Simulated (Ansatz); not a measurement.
Species: CH$_{3}$GeO$_{2}$ (charge 0, doublet). It need not be the lowest isomer of its formula. 
Structure (B3LYP-D3(BJ)/def2-TZVP (Ansatz, a first-principles code) minimum search):
```
Ge
H 1 1.5283
H 1 1.5297 2 113.57
H 1 1.5297 2 113.57 3 131.61
O 1 1.8760 2 101.20 3 -114.20
C 5 1.2981 1 118.88 2 180.00
O 6 1.1884 5 132.20 1 0.00
```
Charge 0, spin multiplicity 2.

Total electronic energies in hartree. Correlated levels leave the core frozen unless marked. UHF or UKS for open shells. No spin-orbit coupling. Frozen are the shells of the preceding noble gas and the d and f shells that filled before the atom's block. No relativistic terms. CBS marks a two-point X^-3 extrapolation of the correlation energy; Hartree-Fock from the larger set.

```csv
level,program,energy (Eh)
HF/cc-pVDZ,Ansatz,-2264.66121
BLYP/def2-TZVPD,Ansatz,-2267.43058
B3LYP-D3(BJ)/def2-TZVPD,Ansatz + dftd3,-2267.45977
PBE0/STO-3G,Ansatz,-2240.40382
PBE0/6-31G*,Ansatz,-2266.56240
PBE0-D4/def2-TZVP,Ansatz + dftd4,-2266.93415
BHLYP-D4/def2-TZVPD,Ansatz + dftd4,-2267.28799
r2SCAN0/def2-TZVPD,Ansatz,-2267.24911
B2GP-PLYP/def2-TZVPD,Ansatz,-2266.67575
B2PLYP/def2-TZVPD,Ansatz,-2266.86063
MP2/cc-pVTZ,Ansatz,-2265.50792
RI-MP2/cc-pVTZ,Ansatz,-2265.50769
CCSD/6-31G,Ansatz,-2264.62538
CCSD/cc-pVTZ,Ansatz,-2265.52759
"CCSD(T)/CBS(cc-pVTZ,cc-pVQZ)",Ansatz,-2265.6657
```

Totals of different functionals don't rank their quality; only differences between species are comparable.
